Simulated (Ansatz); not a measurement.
Basis-set extrapolation for `N[SiH]N[SiH2]N` radical (PBE0-D4/def2-TZVP geometry, frozen core, the Gaussian-basis code of Ansatz). Multiplicity 2, UHF reference.

```
                      def2-TZVPP   def2-QZVPP
                 HF  -746.055037  -746.082554
    MP2 correlation    -0.868605    -0.932567
CCSD(T) correlation    -0.951051      not run
```

Energies in hartree. Use E(X) = E(∞) + A·exp(−7.88·√X) for Hartree–Fock and E(X) = E(∞) + B·X^(−2.97) for correlation, with X = 3 and 4, and add CCSD(T) minus MP2 of the smaller set to the MP2 limit.

**Question.** What is the CCSD(T) energy at the basis-set limit?

**Answer.** HF limit: -746.082554 + (-0.027517) × 0.13774 = -746.08634. MP2 limit: -0.932567 + (-0.063962) × 0.74074 = -0.97995. Higher-order term: -0.951051 − (-0.868605) = -0.08245. Total: -747.14874 hartree, 374.5 kJ/mol below CCSD(T)/def2-TZVPP.
